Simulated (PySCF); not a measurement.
Job for PySCF: D3(BJ) and D4 dispersion corrections on CH4O2Sn (a complex), monomers drawn apart or pushed together.

```python
from pyscf import gto
from pyscf.dispersion import dftd3, dftd4

mol = gto.M(
    atom='''
    Sn   -0.29400448    0.54737426   -0.04775112
    H     0.94174952    0.11055974   -1.14051552
    H    -1.47058180    1.49212606   -0.84733747
    H    -1.02929679   -0.86100457    0.58325939
    H     0.37245203    1.44503887    1.24546580
    O     1.32653603   -1.14693930    2.42394933
    C     0.41447802   -0.76480665    3.03044737
    O    -0.49706808   -0.38274806    3.63592979
    ''',
    basis='def2-svp',
    charge=0, spin=0, verbose=0, max_memory=1800)
d3, d4 = {}, {}
for xc in ['hf', 'pbe', 'blyp', 'revpbe', 'tpss', 'r2scan', 'b3lyp', 'pbe0', 'bhlyp', 'camb3lyp', 'b2plyp']:
    d3[xc] = float(dftd3.DFTD3Dispersion(mol, xc=xc, version='d3bj', atm=False).get_dispersion()['energy'])
    print(f'D3(BJ) {xc:10s} {d3[xc]:14.8f} Eh')
for xc in ['hf', 'pbe', 'blyp', 'revpbe', 'tpss', 'r2scan', 'b3lyp', 'pbe0', 'bhlyp', 'camb3lyp', 'b2plyp']:
    d4[xc] = float(dftd4.DFTD4Dispersion(mol, xc={'camb3lyp': 'cam-b3lyp'}.get(xc, xc), atm=True).get_dispersion()['energy'])
    print(f'D4     {xc:10s} {d4[xc]:14.8f} Eh')
```

The log:

```
D3(BJ) hf            -0.03731767 Eh
D3(BJ) pbe           -0.00507998 Eh
D3(BJ) blyp          -0.01126121 Eh
D3(BJ) revpbe        -0.01222543 Eh
D3(BJ) tpss          -0.00661709 Eh
D3(BJ) r2scan        -0.00145167 Eh
D3(BJ) b3lyp         -0.00929558 Eh
D3(BJ) pbe0          -0.00459807 Eh
D3(BJ) bhlyp         -0.00757049 Eh
D3(BJ) camb3lyp      -0.00445700 Eh
D3(BJ) b2plyp        -0.00455983 Eh
D4     hf            -0.01641666 Eh
D4     pbe           -0.00499303 Eh
D4     blyp          -0.01082223 Eh
D4     revpbe        -0.01418398 Eh
D4     tpss          -0.00674908 Eh
D4     r2scan        -0.00123079 Eh
D4     b3lyp         -0.00807710 Eh
D4     pbe0          -0.00427155 Eh
D4     bhlyp         -0.00636693 Eh
D4     camb3lyp      -0.00438281 Eh
D4     b2plyp        -0.00351808 Eh
```

The run finished.

Cost: very roughly 0.03 core-seconds.
